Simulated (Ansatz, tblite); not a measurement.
Cost and result up the ladder for the cluster B₄P₄⁻ (the lowest doublet isomer of a short search) (8 atoms). Total charge -1; doublet. Geometry: B3LYP-D4/def2-SVPD.

```csv
atom,x (Å),y (Å),z (Å)
B1,0.294,1.552,-0.131
B2,-0.294,-1.553,0.131
B3,-0.856,0.122,-0.483
B4,0.856,-0.121,0.483
P5,-1.247,1.886,-1.011
P6,1.239,-1.883,1.026
P7,-1.869,-1.444,-0.745
P8,1.878,1.442,0.729
```

Ansatz on 4 threads of Arm Neoverse N1 on a shared host; xTB runs through tblite on one thread. Times are rough, summed over both states, and most runs start from the orbitals of an earlier one. No level here is sound enough to serve as a yardstick. The other state is a singlet.

The xTB rows come from tblite. Correlated methods freeze 24 core orbitals. The rows differ in basis, and correlated rows in double-zeta sets carry the largest basis error. The structure comes from a short search, and lower isomers may exist.

Run but left out: HF/def2-SVPD (neutral singlet: restricted singlet, unstable towards broken spin symmetry); MP2/def2-SVPD (doublet: ⟨S²⟩ 0.98, where a pure state has 0.75).

Correlated methods converge slowly with the basis, most of all in double-zeta sets.

Raw xTB energies of ions are shifted by several eV, and xTB has no spin-polarisation term.

```tsv
level	functions	vertical IE (eV)	remarks
CCSD(T)/def2-SVPD	176	2.94	restricted SCF unstable (singlet), spin-contaminated (⟨S²⟩ 0.98) (-1 doublet)
PBE0-D4/def2-TZVPD	320	3.36	restricted SCF unstable in HF (singlet)
GFN1-xTB	52	6.15	–
GFN2-xTB	52	7.08	–
PBE-D4/def2-TZVPD	320	3.15	restricted SCF unstable in HF (singlet)
```

Task: Estimate how long each takes.

Result: GFN1-xTB 0.026 s; GFN2-xTB 0.027 s; PBE-D4/def2-TZVPD 31 s; PBE0-D4/def2-TZVPD 68 s; CCSD(T)/def2-SVPD 5.1 min. On shared hardware such times vary by a factor of up to 3.
